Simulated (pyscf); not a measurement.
# H₂N–Al(NH₂)–N•–Al(NH₂)–NH₂, doublet

Gas-phase minimum from PySCF at ωB97X-D3(BJ)/def2-SVP, one conformer. Other isomers of H₂N–Al(NH₂)–N•–Al(NH₂)–NH₂ were not searched in full and may lie lower. 

```xyz
15

N      0.9557     2.0936    -0.0257
Al     0.8017     0.4130     0.5340
N      1.7879    -0.1729     1.8924
N     -0.3503    -0.6930    -0.2736
Al    -1.5020    -1.7972    -1.0842
N     -1.7024    -1.7250    -2.8495
N     -2.4402    -2.9606    -0.1209
H      1.7134     2.7247     0.2095
H      0.3114     2.5522    -0.6601
H      2.2973     0.4122     2.5451
H      1.8948    -1.1477     2.1498
H     -2.4660    -2.1382    -3.3729
H     -1.0827    -1.2288    -3.4800
H     -2.5212    -2.9396     0.8894
H     -2.9434    -3.7601    -0.4889
```
Charge 0, spin multiplicity 2.

Bond lengths (Å): N1–Al2 1.778, N1–H8 1.014, N1–H9 1.014, Al2–N3 1.778, Al2–N4 1.790, N3–H10 1.014, N3–H11 1.014, N4–Al5 1.790, Al5–N6 1.778, Al5–N7 1.778, N6–H12 1.014, N6–H13 1.014, N7–H14 1.014, N7–H15 1.014. Bond angles (°): Al2–N1–H8 125.5, Al2–N1–H9 124.7, H8–N1–H9 109.8, N1–Al2–N3 120.3, N1–Al2–N4 119.9, N3–Al2–N4 119.9, Al2–N3–H10 125.5, Al2–N3–H11 124.7, H10–N3–H11 109.8, Al2–N4–Al5 179.9, N4–Al5–N6 119.8, N4–Al5–N7 119.9, N6–Al5–N7 120.3, Al5–N6–H12 125.5 (the first ones only).

Properties at ωB97X-D3(BJ)/def2-SVP:

```json
{
  "harmonic_wavenumbers_unscaled": "27, 48, 49, 162, 164, 199, 211, 239, 240, 283, 310, 319, 342, 344, 345, 372, 375, 415, 601, 615, 670, 678, 743, 835, 886, 896, 1070, 1533, 1534, 1540, 1541, 3632, 3632, 3632, 3633, 3719, 3719, 3719, 3719 cm⁻¹",
  "zero_point_energy": "67.2 kcal/mol",
  "rotational_symmetry_number": "4",
  "Entropy of this conformer at 298 K and 1 atm, rigid rotor and harmonic oscillator, modes under 100 cm⁻¹ raised to 100": "440.8 J/(mol K)",
  "dipole_moment": "0.00 D",
  "Spin expectation value S2": "0.753"
}
```

Single-point totals, which compare only within one level:

```
level                   total energy (hartree)
----------------------  ----------------------
ωB97X-D3(BJ)/def2-TZVP              -763.86776
PBE/def2-TZVP                       -763.11572
r²SCAN/def2-TZVP                    -763.53090
B3LYP-D3(BJ)/def2-TZVP              -763.80382
PBE0-D3(BJ)/def2-TZVP               -763.18748
M06-2X/def2-TZVP                    -763.58700
ωB97M-D3(BJ)/def2-TZVP              -763.89126
```

The lowest mode is so soft that the shape along it may change with the basis. Soft torsions are taken as harmonic, which can shift the entropy by several J/(mol K).
